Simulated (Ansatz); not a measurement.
Relaxation of CH$_{5}$BOSi (9 atoms, charge 0, multiplicity 1), to a largest force component of 0.015 eV/Å in at most 40 steps.

Level of theory: Ansatz, RKS r2SCAN/6-31G.

```xyz
9
Properties=species:S:1:pos:R:3
B -0.065 1.753 -0.834
C 0.844 0.959 -0.146
O 0.785 -0.301 0.390
Si -0.440 -1.351 0.470
H -0.711 2.500 -1.412
H 1.835 1.391 0.020
H -1.351 -0.555 1.277
H -0.032 -2.609 1.105
H -0.963 -1.672 -0.863
```

Question: Where does it end, and by what steps?

Answer: It converged. Limits of this set-up: no polarisation functions. After 9 steps the energy has fallen by 0.460 eV; H7 moved furthest, 0.22 Å.

```json
{"step": "0", "energy less start (eV)": "0.0000", "largest force component (eV/Å)": "3.494", "accepted": "yes"}
{"step": "1", "energy less start (eV)": "-0.3402", "largest force component (eV/Å)": "1.822", "accepted": "yes"}
{"step": "2", "energy less start (eV)": "-0.3631", "largest force component (eV/Å)": "1.013", "accepted": "yes"}
{"step": "3", "energy less start (eV)": "-0.4391", "largest force component (eV/Å)": "0.534", "accepted": "yes"}
{"step": "4", "energy less start (eV)": "-0.4560", "largest force component (eV/Å)": "0.136", "accepted": "yes"}
{"step": "5", "energy less start (eV)": "-0.4572", "largest force component (eV/Å)": "0.170", "accepted": "yes"}
{"step": "6", "energy less start (eV)": "-0.4594", "largest force component (eV/Å)": "0.044", "accepted": "yes"}
{"step": "7", "energy less start (eV)": "-0.4598", "largest force component (eV/Å)": "0.042", "accepted": "yes"}
{"step": "8", "energy less start (eV)": "-0.4599", "largest force component (eV/Å)": "0.021", "accepted": "yes"}
{"step": "9", "energy less start (eV)": "-0.4599", "largest force component (eV/Å)": "0.005", "accepted": "yes"}
```

```xyz
9
Properties=species:S:1:pos:R:3
B -0.065 1.705 -0.790
C 0.943 0.955 -0.157
O 0.971 -0.319 0.433
Si -0.469 -1.314 0.477
H -0.837 2.405 -1.333
H 1.927 1.429 -0.090
H -1.559 -0.597 1.233
H -0.060 -2.575 1.162
H -0.950 -1.573 -0.928
```

The run took 43 s on 1 thread of Arm Neoverse V1, on a shared host, peak memory 0.16 GiB.
